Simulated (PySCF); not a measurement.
Molecule: SMILES C(C)(=O)c1ccco1, C$_{6}$H$_{6}$O$_{2}$.

Mapped SMILES: `[CH3:1][C:2](=[O:3])[c:4]1[cH:5][cH:6][cH:7][o:8]1` (H(Xn): hydrogen on atom n).

Geometry PBE0-D3(BJ)/def2-SVP throughout; GIAO in PySCF, gas phase, one conformer, non-relativistic; equivalent atoms averaged; basis pcSseg-1.

Question: How do the shifts δ (against TMS, H2O at the same level) depend on the functional? (a selection of nuclei; ppm; last column core-seconds on shared hosts with different chips, so compare them loosely)

Answer: 
| functional | kind | C2 | C4 | C5 | C1 | O3 | H(C5) | H(C7) | H(C6) | H(C1) | core-s |
| --- | --- | --- | --- | --- | --- | --- | --- | --- | --- | --- | --- |
| OPBE | GGA | 176.1 | 148.1 | 113.3 | 27.5 | 594.8 | 7.31 | 7.30 | 6.60 | 2.41 | 21 |
| KT2 | GGA | 172.9 | 149.1 | 110.1 | 26.8 | 568.5 | 7.23 | 7.26 | 6.48 | 2.32 | 22 |
| KT3 | GGA | 171.0 | 146.5 | 109.3 | 26.7 | 564.7 | 7.19 | 7.24 | 6.44 | 2.32 | 28 |
| B97-D | GGA | 179.4 | 152.1 | 114.9 | 28.0 | 590.2 | 7.23 | 7.21 | 6.47 | 2.38 | 21 |
| B3LYP | global hybrid | 188.9 | 159.5 | 121.6 | 28.3 | 627.0 | 7.36 | 7.27 | 6.56 | 2.39 | 22 |
| PBE0 | global hybrid | 188.2 | 157.8 | 121.3 | 28.3 | 626.7 | 7.45 | 7.36 | 6.66 | 2.42 | 19 |
| mPW1PW91 | global hybrid | 188.4 | 157.9 | 121.6 | 28.4 | 625.1 | 7.45 | 7.35 | 6.65 | 2.42 | 23 |
| wB97X-D | range-separated hybrid | 190.9 | 158.8 | 122.7 | 29.0 | 623.2 | 7.48 | 7.37 | 6.66 | 2.42 | 17 |
| LC-wPBE | range-separated hybrid | 196.5 | 161.7 | 126.4 | 29.3 | 637.0 | 7.53 | 7.40 | 6.72 | 2.44 | 26 |

Question: Which nucleus among those listed moves most, in ppm?

Answer: O3 (ketone oxygen): from 564.7 ppm with KT3 to 637.0 ppm with LC-wPBE. The smallest spread is 0.12 ppm, at H(C1). Proton shifts span only some 12 ppm, so a few tenths of a ppm matter as much there as several ppm in carbon.
